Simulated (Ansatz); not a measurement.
Consider the ligand exchange at the Al–C bond: `C=[CH][AlH][F]` + CH₃OH → `C[O][AlH][F]` + `C=C`.

Computed with Ansatz on PBE0-D4/def2-TZVP structures; ΔE is electronic, products minus reactants. CCSD(T)/CBS is the MP2 limit (def2-TZVPP, def2-QZVPP) plus CCSD(T) − MP2 in def2-TZVPP, frozen cores. This one scheme is used for every species. DFT in def2-TZVPP. HSE06 is defined as in plane-wave codes. One conformer a species, not always the lowest.

(1) Is it downhill or uphill in electronic energy at CCSD(T)/CBS, and by how much? (An estimate is asked.)

(2) What do these levels give: PBE-D4, B97M-V, CAM-B3LYP-D4, PBE, revPBE, BLYP, PBE0, r2SCAN0, HSE06, BHLYP, HF/def2-TZVPP, MP2/def2-TZVPP? (Estimate.)

Largest T1 diagnostic among the species: 0.013.

Answers

(1) Ansatz gave: Downhill: ΔE = -128.9 kJ/mol.

(2) Computed: PBE-D4 -120.6, B97M-V -129.1, CAM-B3LYP-D4 -135.9, PBE -120.9, revPBE -119.4, BLYP -132.1, PBE0 -122.2, r2SCAN0 -129.9, HSE06 -121.8, BHLYP -136.0, HF/def2-TZVPP -137.7, MP2/def2-TZVPP -131.6 kJ/mol.

From BLYP to BHLYP (50 % exact exchange), in def2-TZVPP and without D4, ΔE moves by −3.9 kJ/mol. In def2-TZVPP, CCSD(T) changes the Hartree–Fock value by +8.2 kJ/mol (the triples alone add +1.8 kJ/mol) and MP2 by +6.1 kJ/mol. Leaving LDA and LC-ωPBE aside and taking each functional with its dispersion term where it has one, the values, not all of them listed here, spread over 16.4 kJ/mol, from CAM-B3LYP-D4 to revPBE-D4. LDA lies −3.3 kJ/mol from PBE without D4.
